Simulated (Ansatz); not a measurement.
Reaction: HgBr2 (SMILES [Br][Hg][Br]) → HgBr2 (parent SMILES [Br][Hg][Br], triplet)
Each species at its own B3LYP-D3(BJ)/def2-TZVP minimum (Ansatz, an electronic-structure program).

Wanted: adiabatic triplet-singlet gap (electronic), in kcal/mol. UHF or UKS for unpaired electrons; spin-orbit terms are left out. Cores are frozen in correlated methods (noble-gas shells, and filled d and f shells in the p block). Past Kr the def2 sets carry scalar-relativistic core potentials. CBS(X,Y): correlation extrapolated as X^-3, Hartree-Fock from the larger set. A bracket is a step between two methods taken in the basis named. Spin-orbit terms, left out, reach several kcal/mol for Br and I, and more for heavier atoms. The UHF reference of Br2Hg (parent SMILES [Br][Hg][Br], triplet) is spin-contaminated (<S^2> up to 0.04 over the pure value in the sets run). The spin of Br2Hg (parent SMILES [Br][Hg][Br], triplet) was assumed, and the state is the lowest solution found for it.

CCSD(T)/CBS(def2-TZVPP,def2-QZVPP) + [CCSDT(Q) - CCSD(T)]/def2-SVP (Ansatz) gives 65.9 kcal/mol.

How far off this value is PBE/def2-TZVPD (Ansatz), in which direction, and how far these levels: r2SCAN/def2-TZVPD, PBE0/def2-TZVPD, wB97M-V/def2-TZVPD, CCSD(T)/CBS(def2-TZVPP,def2-QZVPP)?

PBE gives 55.7 kcal/mol, 10.2 kcal/mol below it. Differences of the others: r2SCAN/def2-TZVPD (Ansatz) -7.8; PBE0/def2-TZVPD (Ansatz) -4.8; wB97M-V/def2-TZVPD (Ansatz) -0.8; CCSD(T)/CBS(def2-TZVPP,def2-QZVPP) (Ansatz) 0.8 kcal/mol.
